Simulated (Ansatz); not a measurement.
Stepwise reaction of `[NH2][GeH3]` with ammonia, as a gas-phase model of exchange steps in deposition or etching. ΔE in kJ/mol; ΔG adds harmonic PBE0-D4 terms to CCSD(T)/CBS, at 1 bar.

Computed with Ansatz on PBE0-D4/def2-TZVP structures; ΔE is electronic, products minus reactants. CCSD(T)/CBS adds triple-zeta CCSD(T) − MP2 to the extrapolated MP2 energy (def2 sets, frozen cores). This one scheme is used for every species. DFT in def2-TZVPP. B3LYP here is the variant with VWN-RPA as its local correlation; programs differ in this. For Ge outer-core shells are correlated without core-valence functions, which leaves a few kJ/mol of doubt a bond. Scalar relativity is left out up to krypton. One conformer a species, not always the lowest.

```tsv
step	reaction	PBE-D4	B3LYP-D4	ωB97M-V	CCSD(T)/CBS	ΔG(400 K)
1	`[NH2][GeH3]` + NH₃ → `[NH2][GeH2][NH2]` + H₂	9.2	8.6	8.3	5.4	6.8
2	`[NH2][GeH2][NH2]` + NH₃ → `[NH2][GeH]([NH2])[NH2]` + H₂	2.7	1.6	0.5	-1.8	-7.2
3	`[NH2][GeH]([NH2])[NH2]` + NH₃ → `[NH2][Ge]([NH2])([NH2])[NH2]` + H₂	-0.6	-3.1	-3.8	-6.3	-7.0
```

(1) By hand: ΔE of the 3 steps together at CCSD(T)/CBS.

Results:

(1) (5.4) + (-1.8) + (-6.3) = -2.7 kJ/mol, or -0.9 kJ/mol a step.

In ΔE each step is lower than the one before. ΔG lies between -7.2 and 6.8 kJ/mol a step. PBE-D4 differs from CCSD(T)/CBS by 3.8 to 5.7 kJ/mol a step. Isolated molecules leave out the surface, adducts and barriers. Largest T1 diagnostic: 0.011.
